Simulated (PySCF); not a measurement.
**CH7ClO2Si2**

The system: CH7ClO2Si2, a small molecule; neutral, singlet. The structure, one conformer, was relaxed in the gas phase by PBE0-D3(BJ)/def2-SVP. No frequency run checks that it is a minimum.

SMILES: C[Si](O)(Cl)O[SiH3]

Coordinates in Å:
```
Si1    -0.157   -0.747    0.391
O2     -0.581    0.713   -0.244
Si3    -0.199    2.331   -0.129
C4      0.859   -1.755   -0.768
O5     -1.503   -1.608    0.784
Cl6     0.932   -0.317    2.111
H7      1.279    2.514   -0.042
H8     -0.846    2.928    1.076
H9     -0.715    3.004   -1.354
H10     1.106   -2.728   -0.320
H11     1.796   -1.235   -1.014
H12     0.299   -1.931   -1.699
H13    -2.170   -1.166    1.318
```

Shieldings: GIAO PBE0/pcSseg-1. Shifts are against computed references at the same level: C TMS (σ 184.4 ppm), H TMS (σ 31.27 ppm), Si TMS (σ 352.0 ppm). Core levels by delta-SCF with SCAN, pcX-2 on the ionised atom and pcseg-1 elsewhere, spin-free X2C (2p3/2 is the spin-free 2p value less a third of a first-order spin-orbit splitting); from the vacuum level, for chosen atoms.

Question: Give the shieldings and core levels atom by atom.

Answer: 
```
      atoms         bonded to  σ (ppm)  δ (ppm)  core level (eV)
        Si1  1 C + 1 Cl + 2 O    367.0    -15.1     2p3/2 108.43
         O2              2 Si    269.7        -        1s 538.15
        Si3         1 O + 3 H    389.2    -37.2                -
         C4        1 Si + 3 H    184.5     -0.1        1s 290.68
         O5        1 Si + 1 H    254.2        -        1s 538.93
        Cl6              1 Si    868.9        -     2p3/2 205.79
   H7 H8 H9              1 Si    26.34     4.93                -
H10 H11 H12               1 C    30.89     0.37                -
        H13               1 O    29.00     2.27                -
```

Values are those of this one static structure, with the three H of a rotating XH3 group averaged; atoms that internal rotation interchanges would show their mean in an NMR spectrum.

Question: Which of O2, O5 holds its core electrons tightest, and by how much against the loosest?

Answer: O5 (bonded to 1 Si + 1 H), by 0.78 eV over O2 (bonded to 2 Si).

Question: By CAM-B3LYP/def2-SVPD (TDDFT singlets, Tamm-Dancoff triplets, ionisation by delta-SCF), where does absorption start, and what does vertical ionisation take?

Answer: The lowest singlet lies at 7.68 eV (f 0.003), the strongest of the first 6 at 8.75 eV (f 0.107), the lowest triplet at 7.30 eV; vertical ionisation takes 11.10 eV.
